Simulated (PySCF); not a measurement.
Compound: C2H9PSi.
Numbering: `[CH3:1][CH2:2][SiH2:3][PH2:4]`

The computed photoelectron lines, unassigned: C 1s: 290.28 (area 1), 290.71 (area 1) eV; Si 1s: 1846.17 eV; Si 2p3/2: 106.42 eV; P 1s: 2149.69 eV; P 2p3/2: 136.16 eV.

Level of theory: delta-SCF UKS SCAN, pcX-2 on the ionised atom, pcseg-1 elsewhere, spin-free X2C (PySCF). The structure is a single PBE0-D3(BJ)/def2-SVP conformer in the gas phase; no vibrational or solvent corrections.

(1) Order the carbon atoms by C 1s binding energy.

## Answers

(1) 290.28 eV: C2 (sp3 carbon bound to silicon); 290.71 eV: C1 (methyl carbon). The listed C 1s values span 0.43 eV, from C2 (bonded to C, 2 H and Si) to C1 (bonded to C and 3 H).

Bonded neighbours of each site: C1: C and 3 H; C2: C, 2 H and Si; Si3: C, 2 H and P; P4: 2 H and Si.

Problem. Which effective nuclear charge Zeff reproduces each element's mean 1s value in the hydrogen-like formula E = 13.606 eV × Zeff²?

Solution. C (Z = 6): mean 290.5 eV, Zeff = 4.62, Z − Zeff = 1.38; Si (Z = 14): mean 1846.2 eV, Zeff = 11.65, Z − Zeff = 2.35; P (Z = 15): mean 2149.7 eV, Zeff = 12.57, Z − Zeff = 2.43. Means run over the listed sites, weighted by atom count.

For 2p shells one spin-free hole was relaxed; a mean-field spin–orbit operator and the ground-state splitting of the three 2p orbitals were then diagonalised within the shell. The shell's mean is (2 × 2p3/2 + 2p1/2)/3, and the degeneracies 2j + 1 give areas of 2:1. 2p1/2 minus 2p3/2 (ligand field included): Si 0.62 eV, P 0.89 eV.

The run took 30 s of wall time on an Arm Neoverse V2 with one thread, shared host with 96 logical CPUs at a one-minute load of 12, and the process peaked at 0.50 GiB of memory.

The values belong to the conformer `[CH3:1][CH2:2][SiH2:3][PH2:4]`: C1–C2–Si3–P4 -57°, H–P4–Si3–C2 -171°, H–P4–Si3–C2 -77°.
